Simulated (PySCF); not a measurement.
H5AlGeO2, singlet, geometry from GFN2-xTB (such geometries of metal compounds can be far from the true shape), atoms displaced at random by about 0.08 Å a coordinate; PBE0/STO-3G, gradient by finite differences run with PySCF.

Input for PySCF:
```python
from pyscf import gto, scf, dft

mol = gto.M(
    atom='''
Al   -0.902463    0.076593    0.336763
Ge    1.115125   -0.308013   -0.512587
H     1.561380   -1.619377   -0.966550
H     1.605313    0.358804   -1.692879
H     2.413943    0.297726    0.331296
O    -1.166704   -0.642169    1.885823
H    -1.550570   -1.097397    2.711336
O    -1.935369    1.289076   -0.451726
H    -2.812776    1.767061   -0.967759
''',
    basis='sto-3g',
    charge=0,
    spin=0,
    verbose=4,
)

mf = dft.RKS(mol)
mf.xc = 'pbe0'
mf.conv_tol = 1e-11
mf.kernel()
scan, done = mf.as_scanner(), []
scan.scf_summary = {}
def energy(d):
    c = mol.atom_coords()
    c[8, 0] += d
    e = scan(mol.set_geom_(c, unit='Bohr', inplace=False))
    done.append(scan.converged)
    return e
h = 0.01
fd = (energy(h) - energy(-h)) / (2 * h)
print('dE/dx =', fd)
```

Output, abridged:

```
PySCF version 2.14.0

[INPUT] verbose = 4
[INPUT] num. atoms = 9
[INPUT] num. electrons = 66
[INPUT] charge = 0
[INPUT] spin (= nelec alpha-beta = 2S) = 0
[INPUT] symmetry False subgroup None
[INPUT] Mole.unit = angstrom
[INPUT] Symbol           X                Y                Z      unit          X                Y                Z       unit  Magmom
[...]
nuclear repulsion = 322.700661876358
number of shells = 24
number of NR pGTOs = 126
number of NR cGTOs = 42
basis = sto-3g
ecp = {}

******** <class 'pyscf.dft.rks.RKS'> ********
method = RKS
initial guess = minao
damping factor = 0
level_shift factor = 0
DIIS = <class 'pyscf.scf.diis.CDIIS'>
diis_start_cycle = 1
diis_space = 8
diis_damp = 0
SCF conv_tol = 1e-11
SCF conv_tol_grad = None
SCF max_cycles = 50
direct_scf = True
direct_scf_tol = 1e-13
XC library pyscf.dft.libxc version 7.1.2
    S. Lehtola, C. Steigemann, M. J. T. Oliveira, and M. A. L. Marques,  SoftwareX 7, 1–5 (2018)
XC functionals = pbe0
    C. Adamo and V. Barone,  J. Chem. Phys. 110, 6158 (1999)
    M. Ernzerhof and G. E. Scuseria,  J. Chem. Phys. 110, 5029 (1999)
radial grids:
    Treutler-Ahlrichs [JCP 102, 346 (1995); DOI:10.1063/1.469408] (M4) radial grids

becke partition: Becke, JCP 88, 2547 (1988); DOI:10.1063/1.454033
pruning grids: <function nwchem_prune>
grids dens level: 3
symmetrized grids: False
atomic radii adjust function: <function treutler_atomic_radii_adjust>
small_rho_cutoff = 0
Set gradient conv threshold to 3.16228e-06
Initial guess from minao.
tot grids = 117024
init E= -2441.01390092159
[...]
cycle= 1 E= -2443.07438975532  delta_E= -2.06  |g|= 0.921  |ddm|= 3.49
[...]
cycle= 2 E= -2442.87989506732  delta_E= 0.194  |g|= 1.25  |ddm|= 3.22
[...]
cycle= 3 E= -2443.40986911116  delta_E= -0.53  |g|= 0.144  |ddm|= 1.98
[...]
cycle= 4 E= -2443.41733526536  delta_E= -0.00747  |g|= 0.0704  |ddm|= 0.359
[...]
cycle= 5 E= -2443.41905081073  delta_E= -0.00172  |g|= 0.0202  |ddm|= 0.136
[...]
cycle= 6 E= -2443.41920904654  delta_E= -0.000158  |g|= 0.00313  |ddm|= 0.0355
[...]
cycle= 7 E= -2443.41921263728  delta_E= -3.59e-06  |g|= 0.000799  |ddm|= 0.00687
[...]
cycle= 8 E= -2443.41921291162  delta_E= -2.74e-07  |g|= 0.000135  |ddm|= 0.00176
[...]
cycle= 9 E= -2443.41921291962  delta_E= -8e-09  |g|= 1.49e-05  |ddm|= 0.00032
[...]
cycle= 10 E= -2443.41921291972  delta_E= -1.04e-10  |g|= 3.56e-06  |ddm|= 3.33e-05
[...]
cycle= 11 E= -2443.41921291973  delta_E= -3.64e-12  |g|= 5.34e-07  |ddm|= 8.32e-06
[...]
Extra cycle  E= -2443.41921291972  delta_E= 1.36e-12  |g|= 4.54e-07  |ddm|= 1.54e-06
converged SCF energy = -2443.41921291972
Create scanner for <class 'pyscf.dft.rks.RKS'>

WARN: Mole.unit (angstrom) is changed to Bohr

New geometry
   1 Al    -0.902463000000   0.076593000000   0.336763000000 AA   -1.705407907553   0.144739793059   0.636389838887 Bohr
   2 Ge     1.115125000000  -0.308013000000  -0.512587000000 AA    2.107280844656  -0.582060212806  -0.968649045012 Bohr
   3 H      1.561380000000  -1.619377000000  -0.966550000000 AA    2.950580576373  -3.060179022420  -1.826514785698 Bohr
   4 H      1.605313000000   0.358804000000  -1.692879000000 AA    3.033601914204   0.678041292398  -3.199077672028 Bohr
   5 H      2.413943000000   0.297726000000   0.331296000000 AA    4.561691150311   0.562620600162   0.626058706164 Bohr
   6 O     -1.166704000000  -0.642169000000   1.885823000000 AA   -2.204751028435  -1.213523535686   3.563688989406 Bohr
   7 H     -1.550570000000  -1.097397000000   2.711336000000 AA   -2.930152636967  -2.073779779919   5.123682471674 Bohr
   8 O     -1.935369000000   1.289076000000  -0.451726000000 AA   -3.657317359973   2.436000593750  -0.853638423345 Bohr
   9 H     -2.807484227891   1.767061000000  -0.967759000000 AA   -5.305376289750   3.339261335400  -1.828799464583 Bohr

******** <class 'pyscf.scf.hf.RKS_Scanner'> ********
method = RKS_Scanner
initial guess = minao
damping factor = 0
level_shift factor = 0
DIIS = <class 'pyscf.scf.diis.CDIIS'>
diis_start_cycle = 1
[...]
small_rho_cutoff = 0
Set gradient conv threshold to 3.16228e-06
tot grids = 117024
init E= -2443.42124542729
[...]
cycle= 1 E= -2443.41987994131  delta_E= 0.00137  |g|= 0.00136  |ddm|= 0.00956
[...]
cycle= 2 E= -2443.41988029161  delta_E= -3.5e-07  |g|= 0.00146  |ddm|= 0.00603
[...]
cycle= 3 E= -2443.41988112862  delta_E= -8.37e-07  |g|= 0.000367  |ddm|= 0.00297
[...]
cycle= 4 E= -2443.41988117738  delta_E= -4.88e-08  |g|= 7.99e-05  |ddm|= 0.000664
[...]
cycle= 5 E= -2443.41988117967  delta_E= -2.29e-09  |g|= 2.44e-05  |ddm|= 0.000154
[...]
cycle= 6 E= -2443.41988117988  delta_E= -2.06e-10  |g|= 5.49e-06  |ddm|= 4.37e-05
[...]
cycle= 7 E= -2443.41988117989  delta_E= -1.36e-11  |g|= 8.06e-07  |ddm|= 1.27e-05
[...]
cycle= 8 E= -2443.41988117989  delta_E= -1.82e-12  |g|= 9.4e-08  |ddm|= 1.75e-06
[...]
Extra cycle  E= -2443.4198811799  delta_E= -9.09e-13  |g|= 8.1e-08  |ddm|= 3.43e-07
converged SCF energy = -2443.4198811799

WARN: Mole.unit (angstrom) is changed to Bohr

New geometry
   1 Al    -0.902463000000   0.076593000000   0.336763000000 AA   -1.705407907553   0.144739793059   0.636389838887 Bohr
   2 Ge     1.115125000000  -0.308013000000  -0.512587000000 AA    2.107280844656  -0.582060212806  -0.968649045012 Bohr
   3 H      1.561380000000  -1.619377000000  -0.966550000000 AA    2.950580576373  -3.060179022420  -1.826514785698 Bohr
   4 H      1.605313000000   0.358804000000  -1.692879000000 AA    3.033601914204   0.678041292398  -3.199077672028 Bohr
   5 H      2.413943000000   0.297726000000   0.331296000000 AA    4.561691150311   0.562620600162   0.626058706164 Bohr
   6 O     -1.166704000000  -0.642169000000   1.885823000000 AA   -2.204751028435  -1.213523535686   3.563688989406 Bohr
   7 H     -1.550570000000  -1.097397000000   2.711336000000 AA   -2.930152636967  -2.073779779919   5.123682471674 Bohr
   8 O     -1.935369000000   1.289076000000  -0.451726000000 AA   -3.657317359973   2.436000593750  -0.853638423345 Bohr
   9 H     -2.818067772109   1.767061000000  -0.967759000000 AA   -5.325376289750   3.339261335400  -1.828799464583 Bohr

******** <class 'pyscf.scf.hf.RKS_Scanner'> ********
method = RKS_Scanner
initial guess = minao
damping factor = 0
level_shift factor = 0
DIIS = <class 'pyscf.scf.diis.CDIIS'>
diis_start_cycle = 1
diis_space = 8
diis_damp = 0
SCF conv_tol = 1e-11
SCF conv_tol_grad = None
SCF max_cycles = 50
direct_scf = True
direct_scf_tol = 1e-13
XC library pyscf.dft.libxc version 7.1.2
    S. Lehtola, C. Steigemann, M. J. T. Oliveira, and M. A. L. Marques,  SoftwareX 7, 1–5 (2018)
XC functionals = pbe0
    C. Adamo and V. Barone,  J. Chem. Phys. 110, 6158 (1999)
    M. Ernzerhof and G. E. Scuseria,  J. Chem. Phys. 110, 5029 (1999)
radial grids:
    Treutler-Ahlrichs [JCP 102, 346 (1995); DOI:10.1063/1.469408] (M4) radial grids

becke partition: Becke, JCP 88, 2547 (1988); DOI:10.1063/1.454033
pruning grids: <function nwchem_prune>
grids dens level: 3
symmetrized grids: False
atomic radii adjust function: <function treutler_atomic_radii_adjust>
small_rho_cutoff = 0
Set gradient conv threshold to 3.16228e-06
tot grids = 117024
init E= -2443.41581281593
[...]
cycle= 1 E= -2443.41852482292  delta_E= -0.00271  |g|= 0.00272  |ddm|= 0.0191
[...]
cycle= 2 E= -2443.41852625565  delta_E= -1.43e-06  |g|= 0.00291  |ddm|= 0.0121
[...]
cycle= 3 E= -2443.41852960228  delta_E= -3.35e-06  |g|= 0.00075  |ddm|= 0.00596
[...]
cycle= 4 E= -2443.41852980747  delta_E= -2.05e-07  |g|= 0.000159  |ddm|= 0.00136
[...]
cycle= 5 E= -2443.41852981661  delta_E= -9.14e-09  |g|= 4.86e-05  |ddm|= 0.000306
[...]
cycle= 6 E= -2443.41852981746  delta_E= -8.53e-10  |g|= 1.16e-05  |ddm|= 8.81e-05
[...]
cycle= 7 E= -2443.41852981751  delta_E= -5.32e-11  |g|= 1.66e-06  |ddm|= 2.65e-05
[...]
cycle= 8 E= -2443.41852981751  delta_E= 1.36e-12  |g|= 2.02e-07  |ddm|= 3.61e-06
[...]
Extra cycle  E= -2443.41852981752  delta_E= -6.37e-12  |g|= 1.7e-07  |ddm|= 7.32e-07
converged SCF energy = -2443.41852981752
dE/dx = -0.06756811883406044
```
